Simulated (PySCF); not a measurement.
Cartesian coordinates in Å; atom numbers follow the order of the lines, from 1:
```xyz
15

C     2.608   -0.057   -1.374
C     1.462    0.111   -1.075
C     0.085    0.296   -0.678
C    -0.099    1.274    0.499
O    -1.361    0.947    1.032
C    -1.451   -0.461    1.040
C    -0.581   -0.982   -0.122
F     0.350   -1.872    0.364
H     3.609   -0.199   -1.652
H    -0.502    0.647   -1.533
H    -0.119    2.320    0.197
H     0.697    1.117    1.242
H    -1.053   -0.873    1.977
H    -2.504   -0.729    0.944
H    -1.145   -1.531   -0.882
```

Geometry: GFN2-xTB; GIAO shifts from PySCF 2.14.0 with density-fitted response routines, gas phase, non-relativistic, averaged over equivalent atoms.

At PBE0/pcseg-1 (147 basis functions, 13 s wall time on 1 thread of an Arm Neoverse V2, shared host):
| atoms | δ (ppm) |
| --- | --- |
| C7 | 98.1 |
| C6 | 79.8 |
| C2 | 78.2 |
| C4 | 76.8 |
| C1 | 76.6 |
| C3 | 44.8 |
| O5 | 56.3 |
| F8 | -202.0 |
| H15 | 5.07 |
| H14 | 4.67 |
| H11 | 4.31 |
| H13 | 4.14 |
| H12 | 3.86 |
| H10 | 2.62 |
| H9 | 1.66 |

Referencing at the same level of theory: TMS for 13C (196.96 ppm) and 1H (31.87 ppm); H2O for 17O (339.55 ppm); 19F (181.73 ppm) against CFCl3.

What do these become at LDA/Sadlej pVTZ?

## Answers


| atoms | δ at LDA/Sadlej pVTZ | change |
| --- | --- | --- |
| C7 | 102.6 | +4.5 |
| C6 | 84.6 | +4.8 |
| C2 | 80.7 | +2.5 |
| C4 | 83.0 | +6.2 |
| C1 | 79.2 | +2.6 |
| C3 | 45.7 | +0.9 |
| O5 | 72.5 | +16.2 |
| F8 | -219.7 | -17.7 |
| H15 | 5.75 | +0.68 |
| H14 | 5.05 | +0.38 |
| H11 | 4.54 | +0.23 |
| H13 | 4.45 | +0.31 |
| H12 | 4.13 | +0.27 |
| H10 | 3.21 | +0.59 |
| H9 | 2.59 | +0.93 |

Chemical shifts δ = σref − σ; 13C (σ = 193.46 ppm), 1H (σ = 31.61 ppm) vs TMS; 17O (σ = 341.62 ppm) against H2O; CFCl3 for 19F (σ = 145.61 ppm), all at this level.

The largest change is at F8 (fluorine on an sp3 carbon). Cost: 255 basis functions, 57 s wall time on 1 thread of an Arm Neoverse V2, shared host. The order of the carbon signals changes between the two levels.

Unscaled 19F shifts against computed CFCl3 carry errors that often reach 10 to 50 ppm. Experimental scales use liquid or dissolved standards, which lie at an offset from isolated H2O (liquid H2O: subtract about 36 ppm).
